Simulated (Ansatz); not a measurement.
Ansatz (an electronic-structure program) input (PBE0/def2-TZVPD):

Ansatz 0.2 input:
```yaml
crystal:
  periodic: [false, false, false]
  atoms:
    - {symbol: Si, position_ang: [-0.41302051, 0.07530117, 0.03819947]}
    - {symbol: Cl, position_ang: [-0.96165236, -0.09090360, 1.99021195]}
    - {symbol: Cl, position_ang: [-1.45995569, -1.27132241, -1.07063114]}
    - {symbol: Cl, position_ang: [-0.82994607, 1.95504360, -0.61885085]}
    - {symbol: Br, position_ang: [1.74453449, -0.31806044, -0.16134862]}
basis:
  gaussian:
    orbitals: def2-TZVPD
hamiltonian:
  xc: {name: PBE0}
output: {forces: true}
```

Output:

```
Functional definition: PBE0
integrals: 0.29 GiB planned
1692 factors; their error is unknown
mean field: 2.26 GiB planned
mean field evaluation 1: about -115474.4197 eV, gradient 1.6e1 eV
mean field evaluation 2: about -115474.6065 eV, gradient 1.5e1 eV
mean field evaluation 4: about -115474.9833 eV, gradient 1.1e0 eV
mean field evaluation 8: about -115475.3903 eV, gradient 3.8e-1 eV
mean field evaluation 16: about -115475.3904 eV, gradient 2.7e-5 eV
mean field -115475.39036867 eV, -4243.6423240178 hartree, gradient 2.7e-5 eV, S^2 0.000000; 0 other end points of the search recorded, 0 dependent functions left out
the calculation of the forces begins
reference -115475.39042134 eV, -4243.6423259533 hartree; 50, 50 occupied and 188, 188 virtual orbitals, 1692 factors
Total energy: -115475.39042134 eV, -4243.6423259533 hartree
Atom 0 at    -0.413021     0.075301     0.038199 Å, force     0.016797    -0.003064    -0.001544 eV/Å
Atom 1 at    -0.961652    -0.090904     1.990212 Å, force     0.058234     0.018059    -0.210174 eV/Å
Atom 2 at    -1.459956    -1.271322    -1.070631 Å, force     0.111865     0.145157     0.119494 eV/Å
Atom 3 at    -0.829946     1.955044    -0.618851 Å, force     0.044027    -0.202251     0.070848 eV/Å
Atom 4 at     1.744534    -0.318060    -0.161349 Å, force    -0.230923     0.042099     0.021376 eV/Å
Dipole moment:     0.025059    -0.004569    -0.002318 e Å
```
